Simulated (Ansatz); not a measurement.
A nudged elastic band was laid between two geometries of CH5BO2 (9 atoms, charge 0, multiplicity 1).

All numbers below come from RKS PBE/def2-SVP in Ansatz 0.2.0.

```json
{"movable images": "5", "climbing image": "yes", "spring": "5.0 eV/Å²", "optimiser": "quadratic models (default)", "start path": "through a guess of the saddle point", "force threshold": "0.05 eV/Å", "iteration limit": "60", "end points": "relaxed"}
```

First end point:

```xyz
9
Properties=species:S:1:pos:R:3
O -1.455 1.107 -0.080
B -0.105 1.105 0.003
C 0.624 -0.306 0.036
O -0.398 -1.301 -0.035
H -1.742 0.163 -0.106
H 0.481 2.172 0.049
H 1.242 -0.384 0.967
H 1.351 -0.368 -0.813
H 0.002 -2.188 -0.020
```

Last end point:

```xyz
9
Properties=species:S:1:pos:R:3
O -1.035 0.552 -0.751
B 0.223 0.991 0.080
C 0.833 -0.239 0.532
O 0.037 -1.415 0.158
H -1.859 0.843 -0.313
H 0.405 2.183 0.155
H 1.715 -0.483 1.141
H -0.872 -0.490 -0.520
H 0.554 -1.942 -0.483
```

(1) Which bonds break or form, and what moves?

(2) What energy profile does the band end with?

(3) What is the geometry of the highest image?

## Answers

(1) Bonds broken: C3–H8. Bonds formed: O1–H8.

(2) It converged. The highest image is number 4 of 0 to 6, 312.2 kJ/mol above the first end and 79.4 kJ/mol above the last; the last end lies 232.7 kJ/mol above the first. Neighbouring images differ by up to 2.4 eV, so the band resolves the path poorly. A vibrational analysis at the climbing image gives one clearly imaginary mode, 175i cm⁻¹: a first-order saddle point. The orbitals stay closed-shell, which can raise the energy where a bond breaks towards radicals; this wasn't checked here.

| image | path coordinate (Å) | energy (kJ/mol) | C3–H8 (Å) | O1–H8 (Å) |
| --- | --- | --- | --- | --- |
| 0 | 0.00 | 0.0 | 1.12 | 3.25 |
| 1 | 0.80 | 11.6 | 1.12 | 3.08 |
| 2 | 1.61 | 240.4 | 1.28 | 3.10 |
| 3 | 2.41 | 308.1 | 2.10 | 3.36 |
| 4 | 3.22 | 312.2 | 2.05 | 2.83 |
| 5 | 4.07 | 287.4 | 1.98 | 1.95 |
| 6 | 4.92 | 232.7 | 2.02 | 1.08 |

(3) 
```xyz
9
Properties=species:S:1:pos:R:3
O -1.299 1.311 -0.450
B -0.025 1.186 0.124
C 0.784 -0.028 0.334
O -0.078 -1.446 -0.059
H -1.816 0.490 -0.376
H 0.557 2.234 0.382
H 1.459 -0.378 1.126
H -0.199 -1.233 -1.010
H 0.617 -2.137 -0.071
```

Time of the run: 3.9 min on 1 thread of Arm Neoverse V2, on a shared host, peak memory 0.14 GiB.
